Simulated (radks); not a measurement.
Q: The mean radii <r> (bohr) of the occupied orbitals of an atom or ion are listed with their occupations. All-electron calculation, scalar-relativistic Kohn-Sham, PBE, spin-polarised, spherical densities, point nucleus. Program: a radial shooting solver on a logarithmic mesh with Libxc functionals.

| orbital | occ. | <r> |
|---|---|---|
| 1s | 2 | 0.08508 |
| 2s | 2 | 0.3620 |

Name the element and its charge. Open shells, if any, are filled with parallel spins first.

A: Z = 18, argon, charge +14: Ar14+ in [He] 2s2. The 1s radius gives Z: for a bare nucleus <r> = (2 gamma + 1)/(2Z) with gamma = sqrt(1 - (Z/c)^2), 0.08285 bohr for Z = 18, and screening makes it slightly larger (0.08508 here). The occupations add up to 4, and the charge is Z minus that.
